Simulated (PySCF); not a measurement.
## Working out the excitation energy of As²⁺

As²⁺ [Ar] 3d10 4s2 4p1 (2P) → As²⁺ [Ar] 3d10 4s1 4p1 5s1 (4P). Computed with PySCF 2.14 in aug-cc-pwCVDZ-PP with ECP10MDF (6s5p4d1f, 48 functions), with a scalar-relativistic core potential. Frozen: 3s2 3p6 3d10. Energies in hartree (1 hartree = 27.21139 eV):

| part | As²⁺ (lower) | As²⁺ (upper) |
| --- | --- | --- |
| UHF | -330.191615 | -329.422504 |
| CCSD correlation | -0.051457 | -0.016553 |
| (T) | -0.000517 | -0.000298 |

What does Hartree-Fock give?

(-329.422504) − (-330.191615) = 0.769111 hartree = 20.929 eV.

What do CCSD and CCSD(T) give?

The CCSD correlation energies differ by 0.034904 hartree = 0.950 eV and the triples by 0.000219 hartree = 0.006 eV, so CCSD gives 21.879 eV and CCSD(T) 21.885 eV.

A double-zeta basis recovers only part of the correlation energy.

The coupled-cluster amplitudes are large, so a single reference is strained.
